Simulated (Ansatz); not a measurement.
A made-up structure of SiH$_{3}$ClOF (charge +1), singlet:

```
7
angstrom
O 0.4217 0.2287 -0.9202
Si -0.4648 -0.1819 0.6034
F -0.4227 1.2047 1.3116
Cl 0.6868 -1.5830 1.3818
H 0.8443 -2.2499 2.5217
H 0.3095 1.0785 -1.3794
H -1.7990 -0.5570 0.1504
```

It is relaxed with PBE-D4/def2-SVP and then PBE0-D4/def2-TZVP (Ansatz 0.2.0). Atoms count as bonded within 1.22 times the sum of their covalent radii (H–H: 0.88 Å). The end point is not checked to be a true minimum.

Task: Does its bonding change? (A judgement: the text doesn't fix the answer.)

Result: By the calculation: No: no bond forms or breaks.

Where it ends: The first stage lowers the energy by 2.51 eV in 20 steps. It ends as SiH₃ClOF ([OH][SiH]([F])[ClH]), total charge +1:
```
7
angstrom
O 0.0730 0.2991 -0.9968
Si -0.5731 -0.0772 0.3853
F -0.4071 0.8859 1.5983
Cl 0.8594 -1.7347 1.1518
H 0.6807 -1.5604 2.4257
H 0.7858 0.9125 -1.2015
H -1.8430 -0.7851 0.3063
```

Labels in which every atom is bracketed show which atoms are joined, not bond orders.

For scale, one of the runs: PBE0-D4/def2-TZVP relaxation, 154 basis functions, launched by `ansatz run in.yaml --threads 2 --pin off --events-out ev --progress --plain --max-ram 4352MiB`. Hardware: 2 CPU threads of an Arm Neoverse V1, shared host. Wall time about 43 s.
